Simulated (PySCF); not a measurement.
iminoborane (H2BN), singlet, geometry from GFN2-xTB; WB97X-V/6-311G** (PySCF).

PySCF was given this input:
```python
from pyscf import gto, scf, dft

mol = gto.Mole()
mol.atom = '''
    B     0.697434    0.017586    0.015856
    N    -0.541988   -0.010755   -0.010437
    H     1.836800    0.040376    0.037915
    H    -1.530057   -0.053021   -0.044133
'''
mol.basis = '6-311g**'
mol.charge = 0
mol.spin = 0
mol.verbose = 4
mol.build()

mf = dft.RKS(mol)
mf.xc = 'wb97x_v'
mf.kernel()
```

Output, abridged:

```
PySCF version 2.14.0

[INPUT] verbose = 4
[INPUT] num. atoms = 4
[INPUT] num. electrons = 14
[INPUT] charge = 0
[INPUT] spin (= nelec alpha-beta = 2S) = 0
[INPUT] symmetry False subgroup None
[INPUT] Mole.unit = angstrom
[INPUT] Symbol           X                Y                Z      unit          X                Y                Z       unit  Magmom
[INPUT]  1 B      0.697434000000   0.017586000000   0.015856000000 AA    1.317959249960   0.033232723627   0.029963497431 Bohr   0.0
[INPUT]  2 N     -0.541988000000  -0.010755000000  -0.010437000000 AA   -1.024208882801  -0.020324004470  -0.019723071562 Bohr   0.0
[INPUT]  3 H      1.836800000000   0.040376000000   0.037915000000 AA    3.471048945601   0.076299582005   0.071648966013 Bohr   0.0
[INPUT]  4 H     -1.530057000000  -0.053021000000  -0.044133000000 AA   -2.891388684974  -0.100195168851  -0.083399283055 Bohr   0.0

nuclear repulsion = 23.9012593548287
number of shells = 24
number of NR pGTOs = 78
number of NR cGTOs = 48
basis = 6-311g**
ecp = {}

******** <class 'pyscf.dft.rks.RKS'> ********
method = RKS
initial guess = minao
damping factor = 0
level_shift factor = 0
DIIS = <class 'pyscf.scf.diis.CDIIS'>
diis_start_cycle = 1
diis_space = 8
diis_damp = 0
SCF conv_tol = 1e-09
SCF conv_tol_grad = None
SCF max_cycles = 50
direct_scf = True
direct_scf_tol = 1e-13
XC library pyscf.dft.libxc version 7.1.2
    S. Lehtola, C. Steigemann, M. J. T. Oliveira, and M. A. L. Marques,  SoftwareX 7, 1–5 (2018)
XC functionals = wb97x_v
    N. Mardirossian and M. Head-Gordon,  Phys. Chem. Chem. Phys. 16, 9904–9924 (2014)
radial grids:
    Treutler-Ahlrichs [JCP 102, 346 (1995); DOI:10.1063/1.469408] (M4) radial grids

becke partition: Becke, JCP 88, 2547 (1988); DOI:10.1063/1.454033
pruning grids: <function nwchem_prune>
grids dens level: 3
symmetrized grids: False
atomic radii adjust function: <function treutler_atomic_radii_adjust>
** Following is NLC and NLC Grids **
NLC functional = wb97x_v
radial grids:
    Treutler-Ahlrichs [JCP 102, 346 (1995); DOI:10.1063/1.469408] (M4) radial grids

becke partition: Becke, JCP 88, 2547 (1988); DOI:10.1063/1.454033
pruning grids: <function nwchem_prune>
grids dens level: 3
symmetrized grids: False
atomic radii adjust function: <function treutler_atomic_radii_adjust>
small_rho_cutoff = 0
Set gradient conv threshold to 3.16228e-05
Initial guess from minao.
tot grids = 47568
tot grids = 47568
init E= -80.8482322211522
  HOMO = -0.370252532754724  LUMO = 0.0394741561699667  gap/eV = 11.14923
cycle= 1 E= -80.7402287578203  delta_E= 0.108  |g|= 0.459  |ddm|= 1.38
  HOMO = -0.310273202036719  LUMO = 0.143272486648023  gap/eV = 12.34161
cycle= 2 E= -80.7273735787663  delta_E= 0.0129  |g|= 0.566  |ddm|= 0.456
  HOMO = -0.394788102734918  LUMO = 0.1244945246479  gap/eV = 14.13040
cycle= 3 E= -80.7939407569598  delta_E= -0.0666  |g|= 0.0333  |ddm|= 0.246
  HOMO = -0.401236548204767  LUMO = 0.122635156458617  gap/eV = 14.25528
cycle= 4 E= -80.7943124249931  delta_E= -0.000372  |g|= 0.0129  |ddm|= 0.0304
  HOMO = -0.400090254833039  LUMO = 0.124998791072211  gap/eV = 14.28840
cycle= 5 E= -80.7943602131054  delta_E= -4.78e-05  |g|= 0.0014  |ddm|= 0.0135
  HOMO = -0.400401863522903  LUMO = 0.124525542961107  gap/eV = 14.28400
cycle= 6 E= -80.794361170262  delta_E= -9.57e-07  |g|= 0.000312  |ddm|= 0.00219
  HOMO = -0.400409377373792  LUMO = 0.124530785761007  gap/eV = 14.28435
cycle= 7 E= -80.7943612033538  delta_E= -3.31e-08  |g|= 5.42e-05  |ddm|= 0.000453
  HOMO = -0.400420545292984  LUMO = 0.124530783069844  gap/eV = 14.28465
cycle= 8 E= -80.7943612042271  delta_E= -8.73e-10  |g|= 7.55e-06  |ddm|= 6.44e-05
  HOMO = -0.400422005116156  LUMO = 0.124531059819678  gap/eV = 14.28470
Extra cycle  E= -80.7943612042338  delta_E= -6.68e-12  |g|= 6.69e-06  |ddm|= 1.08e-05
converged SCF energy = -80.7943612042338
```
